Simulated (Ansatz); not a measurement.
C₂H₅NOZn (`[NH2][Zn][CH2]C=O`), charge 0, multiplicity 1.

(1) Give a relaxed structure at PBE0-D4/def2-TZVP (Ansatz 0.2.0). (An estimate is asked.)

Answers

(1) Computed: 
```xyz
10

N     2.320   -0.441   -1.177
Zn    0.702   -0.390   -0.358
C    -1.001   -0.494    0.593
C    -1.515    0.872    0.784
O    -1.291    1.578    1.737
H     2.356   -0.509   -2.184
H     3.035    0.204   -0.873
H    -1.676   -1.100   -0.017
H    -0.793   -0.978    1.550
H    -2.138    1.258   -0.056
```
This is one stationary point; other conformers may exist.
